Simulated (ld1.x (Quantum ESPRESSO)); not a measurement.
# Fe, TM: configuration errors across variants

* Element: iron (Fe)
* Generator: ld1.x (Quantum ESPRESSO) 7.5
* Type: norm-conserving Troullier–Martins (Kleinman–Bylander form)
* Functional: LDA (PZ)
* Relativity: scalar-relativistic
* Frozen core: [Ar]
* Valence charge: 8
* Reference configuration: 3d6 4s1 4p0 (charge +1)
* Partial waves: 4s (bound): rc 2.35 bohr; 4p (bound, empty): rc 2.70 bohr; 3d (bound): rc 1.80 bohr
* Local potential: the d channel
* Core correction: a·sin(br)/r model core inside 0.85 bohr

All-electron excitation energies from the reference (eV): (1) 3d6 4s2 4p0 -8.981; (2) 3d6 4s0 4p0 16.492; (3) 3d5 4s0 4p0 51.021; (4) 3d5 4s2 4p1 -0.119; (5) 3d6 4s1.5 4p0 -5.385; (6) 3d6 4s0 4p2 -0.368; (7) 3d6.5 4s1.5 4p0 -9.730; (8) 3d6 4s1 4p0 spin -4.167; (9) 3d6 4s2 4p0 spin -12.370.

Spin tests fill each open shell by Hund’s rule, majority spin first.

Tests that are not counted but printed errors over 1 eV. “local potential all-electron potential smoothed inside 1.35 bohr (lloc = -2)”: 3d6.5 4s1.5 4p0 (solver errors, printed error -536 eV); 3d6 4s2 4p0 (spin-polarised) (solver errors, printed error -521 eV).

3 further variants failed, have other tests or another functional or relativity, and are left out.

A true bound ghost makes a file unfit for plane-wave use even where its test errors are small: the radial tests pick states by their node count and pass the ghost by. Where a test does run into it, the solver fails or the error is huge.

Errors AE − PS in meV (a dash: test not solved or not reliable):

| change | (1) | (2) | (3) | (4) | (5) | (6) | (7) | (8) | (9) | bound ghosts |
| --- | --- | --- | --- | --- | --- | --- | --- | --- | --- | --- |
| base | -1.7 | -12 | -274 | -276 | -0.4 | -3.0 | -25 | +219 | +218 | s, p |
| wave 4p (bound): rc 2.70 bohr becomes 4p (bound): rc 3.58 bohr | -1.7 | -12 | -274 | -260 | -0.4 | 0.0 | -25 | +219 | +218 | s, p |
| local potential all-electron potential smoothed inside 1.35 bohr (lloc = -2) | +4.6 | -12 | -189 | +16 | +1.3 | -2.4 | – | +222 | – | s |

Problem. Give the same row for: core correction a·sin(br)/r model core inside 1.42 bohr.

Solution. -1.2, -11, -249, -241, -0.3, -3.0, -23, +1705, +1707; bound ghosts: s, p.
